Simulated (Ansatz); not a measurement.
Basis-set extrapolation for C₂H₆BClO, SMILES `CCOBCl` (PBE0-D4/def2-TZVP geometry, frozen core, the Gaussian-basis code of Ansatz). Multiplicity 1, RHF reference.

```csv
,def2-TZVPP,def2-QZVPP
HF,-638.449485,-638.470840
MP2 correlation,-0.871570,-0.938381
CCSD(T) correlation,-0.955872,not run
```

Energies in hartree. Use E(X) = E(∞) + A·exp(−7.88·√X) for Hartree–Fock and E(X) = E(∞) + B·X^(−2.97) for correlation, with X = 3 and 4, and add CCSD(T) minus MP2 of the smaller set to the MP2 limit.

Task: What is the CCSD(T) energy at the basis-set limit?

Result: HF limit: -638.470840 + (-0.021355) × 0.13774 = -638.47378. MP2 limit: -0.938381 + (-0.066811) × 0.74074 = -0.98787. Higher-order term: -0.955872 − (-0.871570) = -0.08430. Total: -639.54595 hartree, 3.83 eV below CCSD(T)/def2-TZVPP.
